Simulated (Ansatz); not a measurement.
Ligand exchange: SiH2(SiH3)Br + MgH(CH3) → SiH3(SiH3) + Mg(CH3)Br

Species: SiH2(SiH3)Br, singlet; MgH(CH3), singlet; SiH3(SiH3) (disilane), singlet; Mg(CH3)Br, singlet. The partners trade Br for H: Si–Br and Mg–H bonds give way to Si–H and Mg–Br.

Shapes, held fixed at every level: PBE0-D4/def2-TZVP. Programs: Ansatz 0.2.0. The zero-point and thermal change to 298 K, harmonic and unscaled (PBE0-D4/def2-TZVP), is +6.3 kJ/mol.

(1) Estimate ΔH(298 K) of this reaction.

## Answers

(1) The highest level, CCSD(T)/def2-TZVPP, gives ΔH(298 K) = -123.1 kJ/mol; the levels span -140.9 to -119.0. The column of differences is taken from that level and isn't an error. No measured value is set beside it here. Relativity is left out for Br unless named. Correlated rows may include outer-core shells of Br, Mg, which these sets cover unevenly.

```
              level                   kind  ΔH(298 K) (kJ/mol)  less CCSD(T)/def2-TZVPP
B3LYP-D4/def2-TZVPP          global hybrid              -119.6                     +3.5
BHLYP-D4/def2-TZVPP          global hybrid              -124.3                     -1.2
 PBE0-D4/def2-TZVPP          global hybrid              -119.0                     +4.1
       MP2/def2-SVP    perturbation theory              -140.8                    -17.7
     MP2/def2-TZVPP    perturbation theory              -123.3                     -0.2
   CCSD(T)/def2-SVP  coupled cluster or CI              -139.7                    -16.6
      CCSD/def2-SVP  coupled cluster or CI              -140.9                    -17.8
 CCSD(T)/def2-TZVPP  coupled cluster or CI              -123.1                      0.0
```
